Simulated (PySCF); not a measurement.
CH6ClFSi2, SMILES C[Si@@]([SiH3])(Cl)F.

Geometry optimised at B3LYP-D3(BJ)/def2-SVP. The structure was generated by enumeration; whether it is a known compound was not checked.

Method: PBE/def2-TZVP (PySCF).

Computed frontier levels, gap, dipole moment and polarisability:
* **highest occupied level**: -6.99 eV
* **lowest empty level**: -1.13 eV
* **orbital gap**: 5.86 eV
* **dipole moment**: 2.06 D
* **quadrupole, principal values (traceless, Buckingham form, about the centre of nuclear charge)**: -3.88, -0.80, 4.67 D·Å
* **mean static polarisability**: 80.7 bohr³ (11.96 Å³)
* **polarisability, principal values**: 67.6, 82.3, 92.4 bohr³
